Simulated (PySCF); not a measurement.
Input file for PySCF: R-BP86/6-31G* on Si2H6 (SMILES [SiH3][SiH3]).

```python
from pyscf import gto, scf, dft, mp
from pyscf.data.elements import chemcore

mol = gto.M(
    atom='''
    Si    0.21859989   -1.18909418    3.71627744
    Si    0.33563435    1.14520837    3.87238167
    H     0.50689955   -1.81931377    5.03367030
    H     1.21402004   -1.71628638    2.75256694
    H    -1.13482755   -1.63374841    3.30573274
    H     0.66950633    1.56923855    5.25950352
    H    -0.96166930    1.77323194    3.52394506
    H     1.38836196    1.69215493    2.98283101
    ''',
    basis='6-31g*',
    cart=True,
    charge=0, spin=0, verbose=3, max_memory=1800)
mf = dft.RKS(mol, xc='b88,p86')
mf.conv_tol = 1e-8
mf.max_cycle = 100
mf.kernel()
if not mf.converged:
    mf = mf.newton().run(mf.mo_coeff, mf.mo_occ)
```

The log:

```
converged SCF energy = -582.589419590083
```

Self-consistency was reached.

Cost: about 2.1 core-seconds (a rough figure).
